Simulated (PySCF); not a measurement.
# Manganese: a sound run and one with changed settings

Sound run: Mn [Ar] 3d5 4s2, Mn⁺ [Ar] 3d5 4s1. All numbers are calculated (PySCF 2.14, scalar relativity by spin-free X2C-1e, in Sapporo-DKH3-DZP-2012). In the sound run the correlated levels freeze [Ar]. The sound run starts from symmetry-adapted Hartree-Fock orbitals and uses a fine grid where one is needed.

Changed run: initial guess sap, at most 50 SCF cycles.

```
species  method  sound run (hartree)  changed run (hartree)  converged
     Mn     UHF          -1157.35734            -1157.23242        yes
     Mn    PBE0          -1158.30959            -1158.24935        yes
     Mn  M06-2X          -1158.54394            -1158.44327         no
    Mn⁺     UHF          -1157.13496            -1157.13496        yes
    Mn⁺    PBE0          -1158.04615            -1158.04615        yes
    Mn⁺  M06-2X          -1158.24564            -1158.24564        yes
    Mn⁺     MP2          -1157.20302            -1157.20302        yes
```

The plain start fixes occupations by D2h representation alone, and Mn at UHF, Mn at PBE0 landed in another state (other ⟨L²⟩ or ⟨S²⟩).
